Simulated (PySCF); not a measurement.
Isomers of C7H11FO, one conformer each; single-point electronic energies without zero-point terms and without any empirical dispersion term.

Computed with PySCF at PBE0/pcSseg-1, non-relativistic, each on one gas-phase PBE0-D3(BJ)/def2-SVP geometry that isn't relaxed in the solvent. The solvent is an IEF-PCM continuum (Bondi radii, 1.10 Å for H, scaled by 1.2). Specific hydrogen bonds and non-electrostatic terms are outside this model.

```tsv
isomer	relative energy, gas (kcal/mol)	dipole (D)
`C/C=C(\C(=O)F)C(C)C`	0.0	3.27
`CC[C@@H]1CC[C@@H]1C(=O)F`	3.2	3.24
```

**Question.** How do the relative energies look in dichloromethane (ε = 8.93)?

**Answer.** 
| isomer | relative energy, solvent (kcal/mol) | E(solvent) − E(gas) (kcal/mol) | dipole in solvent (D) |
| --- | --- | --- | --- |
| `C/C=C(\C(=O)F)C(C)C` | 0.0 | -3.6 | 4.06 |
| `CC[C@@H]1CC[C@@H]1C(=O)F` | 3.1 | -3.7 | 3.90 |

The order is unchanged. Conformers: `[CH3:1]/[CH:2]=[C:3](\[C:4](=[O:5])[F:6])[CH:7]([CH3:8])[CH3:9]` with C2–C3–C4–O5 -5°, C2–C3–C7–C8 107°; `[CH3:1][CH2:2][C@@H:3]1[CH2:4][CH2:5][C@@H:6]1[C:7](=[O:8])[F:9]` with C1–C2–C3–C4 -69°, C5–C6–C7–O8 144°, C2–C3–C4–C5 -141°, C3–C4–C5–C6 16°, C4–C5–C6–C7 99°, C2–C3–C6–C5 140°. The gains span 0.1 kcal/mol, the gas-phase energies 3.2 kcal/mol.
